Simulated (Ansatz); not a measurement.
Spectroscopic constants of ZrAs, multiplicity 4 (an upper state: multiplicity 2 came lower at PBE0/def2-TZVPP). No spin–orbit coupling. As is treated without relativity.

The constants come from a fifth-degree fit in 1/R (seven points, main isotopes). In def2 and cc sets the state is the lowest found near the PBE0 minimum, followed along R.

Run with Ansatz (Gaussian orbitals).  In def2 rows elements past Kr take small-core potentials, without spin–orbit coupling.

Energies at wB97X-V/def2-TZVPP:

```tsv
R (Å)	E (hartree)
2.260148	-2282.53776148
2.320904	-2282.54394081
2.376800	-2282.54671287
2.439987	-2282.54711870
2.503174	-2282.54520397
2.576082	-2282.54076573
2.661142	-2282.53339059
```

With a reduced mass of 40.8661 u, find the minimum, the force constant and the constants.

A fifth-degree polynomial in 1/R puts the minimum at r_e = 2.4178 Å with force constant 274 N/m. Then ω_e = (1/2πc)√(k/μ) = 337 cm⁻¹ and B_e = h/(8π²cμr_e²) = 0.07056 cm⁻¹; the cubic and quartic terms give α_e = 0.00017 and ω_e x_e = 0.63 cm⁻¹.

Ansatz is a first-principles code.
